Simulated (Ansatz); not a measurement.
Si2NH8F3, closed shell: at the end structure of a reaction step.

The input file, in.yaml:

```yaml
crystal:
  periodic: [false, false, false]
  atoms:
    - {symbol: Si, position_ang: [0.035064, 0.840151, -0.702520]}
    - {symbol: Si, position_ang: [-0.914896, -1.134767, 2.726624]}
    - {symbol: F, position_ang: [-0.987602, -0.257452, -1.288801]}
    - {symbol: F, position_ang: [1.412063, 0.327566, -0.042423]}
    - {symbol: H, position_ang: [-0.691259, 1.154385, 0.547780]}
    - {symbol: H, position_ang: [1.919475, 0.934683, -2.543424]}
    - {symbol: N, position_ang: [1.067557, 0.388744, -2.477894]}
    - {symbol: H, position_ang: [0.095125, -0.134134, 3.150885]}
    - {symbol: F, position_ang: [0.015979, 2.312484, -1.354286]}
    - {symbol: H, position_ang: [-2.225547, -0.472839, 2.511706]}
    - {symbol: H, position_ang: [-0.474650, -1.796242, 1.472943]}
    - {symbol: H, position_ang: [-1.059149, -2.163549, 3.790957]}
    - {symbol: H, position_ang: [1.315281, -0.594098, -2.504593]}
    - {symbol: H, position_ang: [0.492559, 0.595168, -3.287055]}
basis:
  gaussian: {orbitals: def2-TZVPP}
hamiltonian: {xc: {name: CAM-B3LYP}, dispersion: d4}
```

Command:

```bash
ansatz run in.yaml --threads 5 --pin off --events-out ev --progress --plain --max-ram 66560MiB --backend cuda --devices 0, --max-vram 37GiB
```

What Ansatz 0.2.0 printed:

```
Functional definition: CAM-B3LYP
  name "CAM-B3LYP"
  cite "Yanai, Tew & Handy, Chem. Phys. Lett. 393, 51 (2004) doi:10.1016/j.cplett.2004.06.011"
  cite "Iikura, Tsuneda, Yanai & Hirao, J. Chem. Phys. 115, 3540 (2001) doi:10.1063/1.1383587"
  cite "Becke, Phys. Rev. A 38, 3098 (1988) doi:10.1103/PhysRevA.38.3098"
  cite "Lee, Yang & Parr, Phys. Rev. B 37, 785 (1988) doi:10.1103/PhysRevB.37.785"
  cite "Vosko, Wilk & Nusair, Can. J. Phys. 58, 1200 (1980) doi:10.1139/p80-159"
  parameter alpha = 0.19
  parameter beta = 0.46
  parameter omega = 0.33/bohr
  parameter ac = 0.81
  # Exact exchange under (alpha + beta erf(omega r))/r, Becke's under what is left of 1/r.
  exchange = (1 - alpha - beta)*b88_x + beta*b88_x_sr(omega) + alpha*exact_x + beta*exact_x_lr(omega)
  correlation = (1 - ac)*vwn5_c + ac*lyp_c
1677 factors; their error is unknown
414 factors; integrals over basis functions are off by at most 1.7e-5 eV
mean field evaluation 1: about -25527.7214 eV, gradient 6.8e1 eV
mean field evaluation 2: about -25525.8241 eV, gradient 8.0e1 eV
mean field evaluation 4: about -25534.6184 eV, gradient 2.7e0 eV
mean field evaluation 8: about -25534.6343 eV, gradient 6.3e-2 eV
mean field evaluation 16: about -25534.6729 eV, gradient 5.9e-5 eV
mean field -25534.67286285 eV, -938.3819196868 hartree, gradient 5.9e-5 eV, S^2 0.000000; 0 other end points of the search recorded, 0 dependent functions left out
reference -25534.67301845 eV, -938.3819254052 hartree; 35, 35 occupied and 285, 285 virtual orbitals, 1677 factors
Total energy: -25534.88825058 eV, -938.3898350398 hartree
```

Hardware: 5 CPU threads of an AMD EPYC 7R13 and a share of one NVIDIA H100, shared host. Wall time 7 s; peak host memory 0.83 GiB.
